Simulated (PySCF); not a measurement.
# Field gradients at the hydrogen positions

Species: C4H11FSi3.
Cartesian coordinates in Å at the GFN2-xTB level; atoms count from 1:
```
atom  x, y, z in Å
C1     2.950    0.125    0.794
Si2    1.844    0.980   -0.487
C3     0.079    0.332   -0.319
C4    -0.538   -0.299   -1.321
C5    -1.937   -0.842   -1.279
Si6   -2.676   -0.746    0.490
Si7   -0.926    0.513    1.275
F8    -0.102   -0.152    2.508
H9     3.007   -0.946    0.618
H10    2.565    0.273    1.798
H11    3.962    0.519    0.765
H12    2.338    0.715   -1.847
H13    1.832    2.433   -0.253
H14   -0.025   -0.449   -2.267
H15   -1.926   -1.861   -1.673
H16   -2.546   -0.267   -1.983
H17   -2.877   -2.106    1.006
H18   -3.997   -0.107    0.432
H19   -1.036    1.895    1.734
```

Level: PBE0/pcSseg-1 (PySCF, non-relativistic); Q(2H) = 0.00286 b; rigid geometry, the same for H and D, with no vibrational averaging.

Question: Rank these positions by the coupling χzz of a deuteron there, largest first.
A. H10 (methyl hydrogen)
B. H19 (Si–H hydrogen)
C. H12 (Si–H hydrogen)
D. H16 (methylene hydrogen)

Answer: A (216 kHz), D (207 kHz), B (110 kHz), C (106 kHz).

Question: What are Vzz, η and χzz (234.96 MHz × Q × Vzz) at all hydrogens?

Answer: 
```csv
atom,bonded to,bond length (Å),Vzz (au),η,χzz (kHz)
H9,C1,1.087,0.3244,0.01,218
H10,C1,1.086,0.3221,0.00,216
H11,C1,1.086,0.3260,0.01,219
H12,Si2,1.471,0.1574,0.02,106
H13,Si2,1.472,0.1574,0.01,106
H14,C4,1.086,0.3130,0.04,210
H15,C5,1.093,0.3087,0.03,207
H16,C5,1.094,0.3078,0.02,207
H17,Si6,1.469,0.1612,0.02,108
H18,Si6,1.469,0.1611,0.02,108
H19,Si7,1.460,0.1635,0.01,110
```

Question: Average by the element that carries the hydrogen.

Answer: on C: 213 kHz over 6 positions, mean bond length 1.089 Å; on Si: 108 kHz over 5 positions, mean bond length 1.468 Å.

Question: A static deuteron (I = 1) shows a doublet split by (3/2)χ, (3/4)χ(1 + η) and (3/4)χ(1 − η) with the field along z, y and x of the gradient. What are these for H18?

Answer: With |χ| = 108.3 kHz and η = 0.021: 162, 83 and 79 kHz, to first order and without motion.

The structure is a single GFN2-xTB conformer in the gas phase; no vibrational or solvent corrections. GFN2-xTB bond lengths can be off by several hundredths of an ångström, more for odd bonds, and the gradients follow them. The small basis limits the accuracy of the gradients.

The run behind these numbers computed NMR shieldings as well. Time: 99 s of wall time (grids of density and orbitals included); peak memory 0.94 GiB. Hardware: an Arm Neoverse N1 with one thread, on a shared host.
